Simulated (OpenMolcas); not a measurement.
## Ar3+: effect of the IPEA shift

* Program: OpenMolcas 26.06
* Basis: ANO-RCC-VTZP [5s4p2d1f]
* Scalar Hamiltonian: DKH2, point nucleus
* Active space: 5 electrons in 8 orbitals (3s 3p 4s 4p)
* State averaging: 2S+1 = 4 odd, 1 root; 2S+1 = 2 odd, 8 roots; 2S+1 = 4 even, 3 roots; 2S+1 = 2 even, 9 roots
* Spin-orbit coupling: RASSI with atomic mean-field integrals over the reference wave functions, term energies averaged over their components

Methods on the same reference wave functions:
A. CASSCF
B. SS-CASPT2, IPEA 0 Eh, imaginary shift 0.1 Eh (closed shells correlated: 2s 2p)
C. SS-CASPT2, IPEA 0.25 Eh, imaginary shift 0.1 Eh (closed shells correlated: 2s 2p)

Energies in cm-1 above 3s2 3p3 4S* 3/2, the measured ground level; measured values from Saloman, J. Phys. Chem. Ref. Data 39, 033101 (2010).

```json
{"Level": "3s2 3p3 4S* 3/2", "A": "0.0", "B": "0.0", "C": "0.0", "Measured": "0.0"}
{"Level": "3s2 3p3 2D* 3/2", "A": "25687", "B": "22420", "C": "22450", "Measured": "21091"}
{"Level": "3s2 3p3 2D* 5/2", "A": "25854", "B": "22540", "C": "22580", "Measured": "21220"}
{"Level": "3s2 3p3 2P* 1/2", "A": "35736", "B": "36390", "C": "36190", "Measured": "34855"}
{"Level": "3s2 3p3 2P* 3/2", "A": "35903", "B": "36510", "C": "36310", "Measured": "35032"}
{"Level": "3s 3p4 4P 5/2", "A": "125841", "B": "121280", "C": "121820", "Measured": "117563"}
{"Level": "3s 3p4 4P 3/2", "A": "126726", "B": "122170", "C": "122710", "Measured": "118516"}
{"Level": "3s 3p4 4P 1/2", "A": "127233", "B": "122680", "C": "123220", "Measured": "119043"}
{"Level": "3s 3p4 2D 3/2", "A": "176055", "B": "153110", "C": "157230", "Measured": "145921"}
{"Level": "3s 3p4 2D 5/2", "A": "176159", "B": "153220", "C": "157330", "Measured": "145999"}
{"Level": "3s 3p4 2S 1/2", "A": "201132", "B": "186190", "C": "190330", "Measured": "177832"}
{"Level": "3s 3p4 2P 3/2", "A": "223471", "B": "201370", "C": "204260", "Measured": "222956"}
{"Level": "3s 3p4 2P 1/2", "A": "224634", "B": "202550", "C": "205440", "Measured": "224019"}
```

Deviations, from unrounded energies. A percentage is the sum of absolute deviations over the sum of measured energies, with the sign that they share, or ± where signs differ.

```csv
Against measurement,Levels,A,B,C
mean absolute deviation (cm-1),12,10000,6900,7500
other terms of the ground configuration (%),4,+9.8,+5.0,+4.8
other configurations (%),8,+8.6,±6.0,±6.7
```

B lies closest to measurement on these levels and A furthest from it. The largest miss of B in the table is 3s 3p4 2P 3/2, by -22000 cm-1. The ranking rests on the paired levels alone, and a cruder setting can come out closer through cancelling errors.

Between B and C the level of the table that moves most is 3s 3p4 2S 1/2, by 4100 cm-1 (lowest in B, highest in C). Moves below CASPT2's spread within the term are not significant.

The mean deviations of B to C differ by less than CASPT2's widest spread within a term (950 cm-1), so their order carries little weight.

From A to B the spin-free energies of the other terms of 3s2 3p3 shown, above 4S*, scale by factors of 0.87 to 1.02.

The lowest spin-free term lies below A's lowest term by 0.136 hartree in B, 0.131 hartree in C.

CASPT2 breaks the degeneracy within a term, and the mean is taken; among the terms shown or strongly mixed into the levels shown the widest spread is 950 cm-1 (3s 3p4 2D, B). Over all roots computed the reference weight is 0.82 to 0.96 in B, 0.87 to 0.97 in C; the roots of lowest weight are the least certain, and an intruder state may touch them. Active for correlation alone: 4p 4s; no level in the range computed is led by a configuration that fills them, so any true level of that kind is missing. Terms of s pⁿ other than that of highest spin mix with s² pⁿ⁻² d, which this space lacks; all of them can be thousands of cm-1 off, and some have no real level of that name. Measured partners are found by configuration, term and J. A level has none where our copy of the source lacks it or the pairing is in doubt (some pairs that miss far off the trend of their configuration count as doubtful), and it then counts in no deviation. Levels of configurations outside the active space are missing.

* marks odd parity.
